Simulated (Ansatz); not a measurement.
System: C₃H₇Ge, charge -1, multiplicity 1. It need not be the lowest isomer of its formula. Whether it binds its extra electron was not tested at this geometry. 
Coordinates optimised at B3LYP-D3(BJ)/def2-TZVP (Ansatz, a quantum-chemistry and plane-wave program):
```
C
H 1 1.0930
H 1 1.0980 2 108.94
C 1 1.5139 2 109.06 3 124.56
C 4 1.3451 1 122.16 2 13.18
H 4 1.1081 5 125.99 1 -178.16
H 5 1.1119 4 109.22 6 1.20
Ge 1 1.9733 2 107.20 3 -115.65
H 8 1.5464 1 112.11 2 -53.19
H 8 1.5536 9 106.67 1 122.65
H 8 1.5698 9 105.89 10 111.07
```
Charge -1, spin multiplicity 1.

Basis-set convergence of Hartree-Fock and CCSD correlation energies (hartree) with Ansatz. Correlated levels leave the core frozen unless marked. No spin-orbit coupling. Frozen are the shells of the preceding noble gas and the d and f shells that filled before the atom's block. No relativistic terms. This anion needs diffuse functions, which these sets lack.

| basis | functions | E(HF) | E(corr, CCSD) |
|---|---|---|---|
| cc-pVDZ | 104 | -2192.89401 | -0.57653 |
| cc-pVTZ | 231 | -2193.00600 | -0.68492 |
| cc-pVQZ | 443 | (withheld) | (withheld) |

Problem. Complete the blanks.

Solution. 
- cc-pVQZ, E(HF): -2193.02056
- cc-pVQZ, E(corr, CCSD): -0.71763
